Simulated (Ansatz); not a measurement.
CH$_{6}$SiTe, SMILES `C[SiH2][TeH]`, relaxed with RKS PBE0-D4/def2-TZVP in Ansatz from a PBE-D4/def2-SVP geometry. The force threshold is 0.005 eV/Å; the program also tests the step.

The species carries charge 0 and has multiplicity 1. Te takes the def2 core potential.

Start:

```xyz
9

C     0.299   -0.805    0.911
Si   -0.596    0.582   -0.006
Te    0.809    1.562   -1.868
H    -0.333   -1.188    1.739
H     1.255   -0.436    1.331
H     0.523   -1.648    0.228
H    -0.858    1.758    0.896
H    -1.908    0.089   -0.555
H     0.810    0.086   -2.676
```

(1) How much energy does the relaxation release, and in how many steps? (Estimate.)

(2) Which bonds change most? (Estimate.)

(3) Give the relaxed structure. (Estimate.)

Answers

(1) The calculation gave: 3.22 kJ/mol, in 5 steps.

(2) Ansatz gave: Si2–Te3 from 2.530 to 2.500 Å; Te3–H9 from 1.683 to 1.658 Å; C1–Si2 from 1.887 to 1.867 Å; Si2–H8 from 1.506 to 1.486 Å.

(3) Computed: 
```xyz
9

C     0.295   -0.798    0.909
Si   -0.585    0.572   -0.005
Te    0.798    1.541   -1.849
H    -0.332   -1.172    1.723
H     1.236   -0.438    1.328
H     0.516   -1.629    0.236
H    -0.846    1.736    0.883
H    -1.878    0.085   -0.552
H     0.796    0.102   -2.673
```
